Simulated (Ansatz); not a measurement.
Start from `BNC(=N)F` and change one atom or group to get `N=C(F)O[SiH3]`.

Ansatz, PBE0-D4/def2-TZVP geometries, multiplicity 1. Each molecule was computed in one conformer, which needn't be the lowest.

```json
{"property": "zero-point energy (PBE0-D4/def2-TZVP) / kJ/mol", "`BNC(=N)F`": "166.1"}
{"property": "LUMO energy (PBE0/def2-TZVPP) / eV", "`BNC(=N)F`": "-1.10"}
{"property": "HOMO energy (PBE/def2-TZVPP) / eV", "`BNC(=N)F`": "-7.05"}
{"property": "HOMO energy (PBE0/def2-TZVPP) / eV", "`BNC(=N)F`": "-8.31"}
{"property": "HOMO–LUMO gap (B3LYP/def2-TZVPP) / eV", "`BNC(=N)F`": "6.74"}
{"property": "LUMO energy (B3LYP/def2-TZVPP) / eV", "`BNC(=N)F`": "-1.34"}
```

(1) Give the same properties after the change, and the shifts. (An estimate is asked.)

Results:

(1) Ansatz gave: 
```
                                      property  `N=C(F)O[SiH3]`  shift
zero-point energy (PBE0-D4/def2-TZVP) / kJ/mol            141.6  -24.5
            LUMO energy (PBE0/def2-TZVPP) / eV            -0.46   0.64
             HOMO energy (PBE/def2-TZVPP) / eV            -7.02   0.03
            HOMO energy (PBE0/def2-TZVPP) / eV            -8.65  -0.34
         HOMO–LUMO gap (B3LYP/def2-TZVPP) / eV             7.72   0.98
           LUMO energy (B3LYP/def2-TZVPP) / eV            -0.69   0.65
```

With PBE0 the HOMO falls by 0.34 eV and the LUMO rises by 0.64 eV, so the gap widens by about 0.98 eV. PBE moves the HOMO by 0.03 eV and ωB97M-V by -0.40 eV.

B3LYP here is the variant with VWN-RPA as its local correlation; programs differ in this.
